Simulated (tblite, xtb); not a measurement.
C₃H₈As (SMILES C[C](C)[AsH2]), doublet, geometry from GFN2-xTB. Base run: GFN1-xTB run with xtb.

xtb was given this input:
```
$ xtb mol.xyz --gfn 1 --uhf 1 --json

# file mol.xyz
12

C     -1.06519029     1.78483099     0.03108030
C     -0.76655125     0.36846721    -0.33389339
C     -1.95211724    -0.52631047    -0.48317032
As     0.91553816    -0.40089944     0.22269269
H     -1.54395907     1.85767815     1.01530513
H     -1.75664549     2.22927244    -0.68771601
H     -0.15135721     2.38131331     0.05400838
H     -2.65585291    -0.11386931    -1.20908699
H     -2.50022148    -0.63413665     0.46085300
H     -1.64900049    -1.52122396    -0.81434270
H      0.99654841    -1.34845491    -0.94467525
H      1.75088179     0.61717613    -0.50730393
```

Programs used: tblite, xtb; a row that names a program was run with it.

Each row names what was changed in the base input (with any setting that the change needs).

```csv
change,ΔE vs base (mEh),dipole (D),G_solv (kcal/mol),SCF cycles
base,0.000,0.99,-,11
"program = tblite; method = gfn1; option = (--efield, 0,0,0.1)",-0.215,-,-,-
etemp = 10000,-29.259,1.06,-,11
etemp = 3000,-0.151,0.98,-,11
acc = 0.1,0.000,0.99,-,13
gbsa = water,0.449,0.95,0.25,11
alpb = methanol,-5.010,0.98,-3.16,11
alpb = cs2,-5.508,0.98,-3.46,10
file = coord,0.000,0.99,-,11
etemp = 5000,-2.281,0.95,-,11
```

ALPB and GBSA are two models with their own fitted parameters for each solvent, which aren't always the measured dielectric constant.
